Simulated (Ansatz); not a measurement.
## How methods differ on C2H5GeN (SMILES C1=[N][GeH2][CH2]1)

C2H5GeN: 9 atoms, total charge 0, spin state singlet. SMILES: `C1=[N][GeH2][CH2]1`. The coordinates come from a PBE0-D4/def2-TZVP relaxation.

Each level gives the electronic atomisation energy (eV). The values are calculated. Electronic energies at fixed atoms, without zero-point motion or spin-orbit coupling.

| level | kind | program | value (eV) |
| --- | --- | --- | --- |
| HF/def2-SVP | Hartree–Fock | Ansatz | 23.46 |
| SVWN5/def2-SVP | LDA | Ansatz | 39.20 |
| revPBE/def2-SVP | GGA | Ansatz | 33.31 |
| r2SCAN/def2-SVP | meta-GGA | Ansatz | 33.75 |
| B3LYP/def2-SVP | global hybrid | Ansatz | 33.47 |
| r2SCAN0/def2-SVP | hybrid meta-GGA | Ansatz | 33.16 |
| CAM-B3LYP/def2-SVP | range-separated hybrid | Ansatz | 33.74 |
| HSE06/def2-SVP | range-separated hybrid | Ansatz | 33.91 |
| RPA@PBE0/def2-SVP | RPA | Ansatz | 31.06 |
| CCSD/def2-SVP | coupled cluster or CI | Ansatz | 31.26 |

All-electron rows without a relativistic Hamiltonian named are non-relativistic. The values span 23.46 to 39.20 eV. In the correlated wave-function rows the outer d shell of Ge is correlated, in sets not made for it.
